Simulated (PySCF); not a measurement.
## P+ (phosphorus, charge +1) across methods

[Ne] 3s1 3p3, high-spin 5S determinant (an excited configuration). All numbers are calculated (PySCF 2.14, no relativity, point nucleus, in aug-cc-pV(5+d)Z (8s7p6d4f3g2h, 136 functions)). The B2PLYP total includes its PT2 part (frozen core); its orbital energies are those of the SCF part.

```csv
method,E (hartree),mean ε 2p β (eV),mean ε 3s α (eV),mean ε 3p α (eV),Σ⟨r²⟩ (bohr²),⟨S²⟩
LDA,-339.4006,-135.31,-25.168,-16.025,21.19,6.000
B97-3,-340.6321,-141.82,-27.622,-17.374,21.09,6.000
PBE0,-340.5575,-141.19,-27.662,-17.476,21.05,6.000
B2PLYP,-340.5614,-147.48,-29.891,-18.637,21.10,6.000
UHF,-340.21231,-157.71,-34.240,-21.232,21.17,6.000
PBE,-340.5202,-135.28,-25.273,-16.054,21.11,6.000
r2SCAN,-340.6782,-137.47,-26.281,-16.505,20.94,6.000
PW91,-340.6639,-135.47,-25.318,-16.097,21.09,6.000
```
